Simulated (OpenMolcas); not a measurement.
4s² 4p along the 31-electron sequence

```yaml
Program: OpenMolcas
Method: SS-CASPT2, IPEA 0.25 Eh, imaginary shift 0.1 Eh
Basis: ANO-R2
Scalar_Hamiltonian: X2C, finite nucleus
Spin-orbit_coupling: RASSI with atomic mean-field integrals over the reference wave functions, term energies averaged over their components
```

Active space for each ion: 1 electron in 3 orbitals (4p); closed shells correlated by CASPT2: 3d 4s.

Computed levels in cm-1 above ²P°_1/2:

```csv
Level,Ga,Ge+,As2+,Se3+,Br4+,Kr5+
²P°_3/2,701,1544,2617,3933,5596,7555
weight of ²P° in the lowest level (%),100,100,100,100,100,100
```

Measured, with the error of the calculation in %. Measured levels: Ga, Ge+ from NIST Handbook of Basic Atomic Spectroscopic Data; As2+, Se3+, Br4+ from Moore, Atomic Energy Levels, vol. II, NSRDS-NBS 35 (1971 reprint of NBS Circular 467, 1952); Kr5+ from Saloman, J. Phys. Chem. Ref. Data 36, 215 (2007).

| Level | Ga | Ge+ | As2+ | Se3+ | Br4+ | Kr5+ |
| --- | --- | --- | --- | --- | --- | --- |
| ²P°_3/2 | 826 (-15.1) | 1767 (-12.7) | 2940 (-11.0) | 4376 (-10.1) | 6090 (-8.1) | 8110 (-6.8) |

The fine-structure level ²P°_3/2 changes by a factor of 10.8 from Ga to Kr5+. Its fourth root runs 5.15, 6.27, 7.15, 7.92, 8.65, 9.32, with steps per unit of Z of 1.12, 0.88, 0.77, 0.73, 0.67; equal steps would mean a (Z - σ)^4 law with constant σ.

With one active electron, CASPT2 adds the correlation within the correlated inactive shells and between them and that electron, and leaves the splitting within a term as the reference gives it. Computed and measured levels are paired by configuration, term and J; levels that our copy of the source lacks, or whose pairing is in doubt (as where it misses far off the trend of its configuration), stay unpaired and out of the deviations. Levels of configurations outside the active space are missing.

° marks odd parity.
